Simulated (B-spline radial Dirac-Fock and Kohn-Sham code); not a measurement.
**How the settings move the core levels of W**

ΔSCF core binding energies without Breit or QED terms, calculated with a radial atomic solver. Keys: rel is the Hamiltonian (dirac, or spin-free x2c and nr, where L3 and M5 stand for the whole 2p and 3d shells), method is hf or an exchange,correlation pair (spin-unpolarised, also for the hole states), nuc the nuclear model, radius_factor scales its radius, rmax is the box in bohr, h the logarithmic mesh step, order the B-spline order, points the quadrature points per cell, c_factor scales the speed of light, and damp, ndamp, maxit and tol steer the iteration. The run stops when the commutator error falls below 10·tol·max(1, Z/10), or the numerical noise floor, and the energy has settled to about 1e-8 Ha; the virial ratio is −V/T.

Base input:

```json
{"items": [{"Z": 74, "q": 0, "cfg": [[1, 0, 2], [2, 0, 2], [2, 1, 6], [3, 0, 2], [3, 1, 6], [3, 2, 10], [4, 0, 2], [4, 1, 6], [4, 2, 10], [4, 3, 14], [5, 0, 2], [5, 1, 6], [5, 2, 4], [6, 0, 2]], "A": 184, "rrms": 5.3658, "do": "settings", "holes": ["K", "L3", "M5"],
  "settings": [{"rel": "dirac", "method": "hf", "nuc": "fermi", "radius_factor": 1.0, "rmax": 45.0, "h": 0.3, "order": 8, "points": 10, "c_factor": 1.0, "maxit": 60, "damp": 0.5, "ndamp": 3, "tol": 1e-08}]}]}
```

The ground state converged in 11 iterations, with total energy -16156.13543 Ha, virial ratio 1.88821 and highest orbital energy -7.26 eV. ΔSCF binding energies: K (1s) 69877.6 eV, L3 (2p3/2) 10240.9 eV, M5 (3d5/2) 1818.7 eV.

Changes from the base run:

```
                           changed setting  Δ total energy (Ha)  Δ K (eV)  Δ L3 (eV)  Δ M5 (eV)  iterations
      nuc = "gauss"; rmax = 60.0; h = 0.18             -0.01788     +0.20       0.00       0.00          11
radius_factor = 1.2; rmax = 60.0; h = 0.18             +0.90408    -10.04      +0.06      +0.01          11
                                  h = 0.18             -0.00008      0.00       0.00       0.00          11
                              tol = 0.0001              0.00000      0.00       0.00       0.00           8
                                 order = 6             +0.00101      0.00       0.00       0.00          11
                                damp = 0.0              0.00000      0.00       0.00       0.00          13
                        method = "b88,lyp"                    ?         ?          ?          ?           ?
                               rmax = 25.0              0.00000      0.00       0.00       0.00          11
  rel = "nr"; radius_factor = 1.2; h = 0.4           +868.70046  -5662.24     -47.95     +42.45          11
                                   h = 0.4             +0.01664      0.00       0.00      +0.02          11
        rel = "nr"; nuc = "gauss"; h = 0.4           +868.70046  -5662.24     -47.95     +42.45          11
                                                        0.00000      0.00       0.00       0.00          11
                                 order = 7             +0.00019      0.00       0.00       0.00          11
                              tol = 0.0001              0.00000      0.00       0.00       0.00           8
                         method = "pbesol"             -2.42779    +21.91     -40.41     -13.11          11
```

Task: What does the change method = "b88,lyp" do?

Result: The total energy moves by -8.14819 Ha and the binding energies by K +55.41 eV, L3 -37.18 eV, M5 -12.91 eV; the run takes 11 iterations.
